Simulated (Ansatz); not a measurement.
C$_{2}$H$_{6}$O$_{2}$Si, SMILES `C[SiH](O)C=O`, charge 0, multiplicity 1.

Problem. Give a relaxed structure at PBE0-D4/def2-TZVP (the Gaussian-basis code of Ansatz). (An estimate is asked.)

Solution. Ansatz gave: 
Z-matrix (Å, degrees):
```
C
Si 1 1.857
H 1 1.093 2 110.7
H 1 1.092 2 111.2 3 -120.9
H 1 1.093 2 110.1 3 119.2
O 2 1.639 1 112.3 3 179.8
C 2 1.925 1 111.6 3 64.4
H 2 1.489 1 110.0 3 -55.3
H 6 0.964 2 112.3 1 -124.1
O 7 1.211 2 118.0 1 121.8
H 7 1.115 2 123.2 1 -58.2
```
This is one stationary point; other conformers may exist.
